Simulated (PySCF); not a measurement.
Species: `C/C=C1\[SiH2][C@@H](OC)[C@H]1F`. The columns A, B, C and D hold Mulliken, IAO, Hirshfeld and ESP-fitted charges (e) of one PBE0/pcSseg-1 density (PySCF), in a shuffled order. Coordinates in Å (GFN2-xTB); the density's dipole moment is (0.80, -0.79, 0.65) D.

```json
{"atom": "C1", "x": "3.203", "y": "0.663", "z": "-0.358", "A": "-0.114", "B": "-0.223", "C": "-0.420", "D": "-0.529"}
{"atom": "C2", "x": "1.978", "y": "-0.016", "z": "-0.862", "A": "-0.026", "B": "-0.104", "C": "-0.098", "D": "+0.190"}
{"atom": "C3", "x": "0.946", "y": "-0.351", "z": "-0.102", "A": "-0.120", "B": "-0.483", "C": "-0.302", "D": "-0.429"}
{"atom": "Si4", "x": "0.332", "y": "-0.062", "z": "1.661", "A": "+0.331", "B": "+0.687", "C": "+0.717", "D": "+0.421"}
{"atom": "C5", "x": "-1.241", "y": "-0.548", "z": "0.654", "A": "-0.054", "B": "-0.177", "C": "-0.188", "D": "-0.111"}
{"atom": "O6", "x": "-1.946", "y": "0.656", "z": "0.466", "A": "-0.142", "B": "-0.509", "C": "-0.386", "D": "-0.261"}
{"atom": "C7", "x": "-3.135", "y": "0.545", "z": "-0.282", "A": "-0.047", "B": "-0.022", "C": "-0.204", "D": "-0.144"}
{"atom": "C8", "x": "-0.354", "y": "-0.982", "z": "-0.542", "A": "+0.045", "B": "+0.306", "C": "+0.153", "D": "+0.276"}
{"atom": "F9", "x": "-0.787", "y": "-0.584", "z": "-1.788", "A": "-0.104", "B": "-0.326", "C": "-0.321", "D": "-0.232"}
{"atom": "H10", "x": "3.141", "y": "0.812", "z": "0.717", "A": "+0.043", "B": "+0.115", "C": "+0.142", "D": "+0.173"}
{"atom": "H11", "x": "3.324", "y": "1.629", "z": "-0.848", "A": "+0.051", "B": "+0.133", "C": "+0.156", "D": "+0.161"}
{"atom": "H12", "x": "4.085", "y": "0.066", "z": "-0.588", "A": "+0.050", "B": "+0.129", "C": "+0.155", "D": "+0.143"}
{"atom": "H13", "x": "1.958", "y": "-0.231", "z": "-1.926", "A": "+0.047", "B": "+0.103", "C": "+0.148", "D": "+0.082"}
{"atom": "H14", "x": "0.780", "y": "-1.059", "z": "2.636", "A": "-0.076", "B": "-0.082", "C": "-0.121", "D": "-0.097"}
{"atom": "H15", "x": "0.278", "y": "1.297", "z": "2.177", "A": "-0.061", "B": "-0.059", "C": "-0.096", "D": "-0.062"}
{"atom": "H16", "x": "-1.927", "y": "-1.343", "z": "0.975", "A": "+0.025", "B": "+0.102", "C": "+0.114", "D": "+0.081"}
{"atom": "H17", "x": "-2.947", "y": "0.250", "z": "-1.317", "A": "+0.029", "B": "+0.109", "C": "+0.139", "D": "+0.103"}
{"atom": "H18", "x": "-3.814", "y": "-0.184", "z": "0.179", "A": "+0.034", "B": "+0.081", "C": "+0.117", "D": "+0.080"}
{"atom": "H19", "x": "-3.597", "y": "1.531", "z": "-0.266", "A": "+0.049", "B": "+0.116", "C": "+0.155", "D": "+0.108"}
{"atom": "H20", "x": "-0.281", "y": "-2.077", "z": "-0.588", "A": "+0.042", "B": "+0.106", "C": "+0.141", "D": "+0.046"}
```

**Question.** Which column most likely holds the ESP-fitted charges?

**Answer.** D. Σ q r misses the density's dipole by 0.02 D (D), 0.60 D (A), 2.39 D (C), 2.90 D (B). Charges fitted to the outside potential are the only set here that is tied to the molecule's multipoles.

**Question.** And the Hirshfeld charges?

**Answer.** A. The mean sizes are 0.074 e (A), 0.186 e (D), 0.199 e (B), 0.214 e (C), and Hirshfeld charges are commonly the smallest of these schemes.

As computed, A = Hirshfeld, B = Mulliken, C = IAO, D = ESP-fitted. Hydrogens on carbon: Hirshfeld +0.03 to +0.05, Mulliken +0.08 to +0.13, IAO +0.11 to +0.16, ESP-fitted +0.05 to +0.17 e.

The Hirshfeld scheme weights the molecular density at each point by an atom's share of the summed free-atom densities. The IAO scheme projects the occupied orbitals on a minimal set of polarised atomic orbitals and counts the electrons in each atom's part of it.

One conformer (not necessarily the lowest) at the GFN2-xTB geometry, without solvent, vibrations or thermal averaging.

The values belong to the conformer `[CH3:1]/[CH:2]=[C:3]1\[SiH2:4][C@@H:5]([O:6][CH3:7])[C@H:8]1[F:9]`: Si4–C5–O6–C7 179°.
